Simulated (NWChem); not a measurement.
System: C2H7FOSi; SMILES C(F)[SiH2]OC

```xyz
12

C      0.7409     2.3316     0.2137
O     -0.1231     1.4952    -0.5023
Si    -0.6926     0.0157     0.0020
C      0.6338    -1.3318    -0.1897
F      0.0923    -2.5310     0.2378
H      0.4560     2.4156     1.2792
H      1.7888     1.9820     0.1684
H      0.7057     3.3405    -0.2256
H     -1.8546    -0.3203    -0.8624
H     -1.0996     0.0730     1.4414
H      0.9550    -1.4329    -1.2420
H      1.5379    -1.1121     0.4067
```
Atoms are numbered in this order, from 1.

Results from NWChem. STO-3G and 3-21G are far too small for this property and stand as cheap habits. Structure relaxed at the PBE0/def2-SVP level. Not confirmed as a minimum by frequencies. GIAO values for the isolated, static molecule; σ is the absolute isotropic shielding, δ = σ(reference) − σ with the isolated reference molecule computed at the same levels (13C: tetramethylsilane, 19F: trichlorofluoromethane, 1H: tetramethylsilane, 17O: water, 29Si: tetramethylsilane).

For level Hartree-Fock/STO-3G:

| Quantity | Result |
|---|---|
| δ C1 (ppm) | 47.4 |
| δ O2 (ppm) | -115.3 |
| δ Si3 (ppm) | -25.4 |
| δ F5 (ppm) | -110.4 |
| δ H9 (ppm) | 2.49 |
| δ H10 (ppm) | 1.97 |
| δ H11 (ppm) | 1.65 |

### Question
How do the values read with level KT2/pcSseg-1 instead?

### Answer
| Item | Result |
|---|---|
| δ C1 (ppm) | 56.7 |
| δ O2 (ppm) | 8.4 |
| δ Si3 (ppm) | -16.2 |
| δ F5 (ppm) | -337.0 |
| δ H9 (ppm) | 4.87 |
| δ H10 (ppm) | 4.95 |
| δ H11 (ppm) | 4.51 |
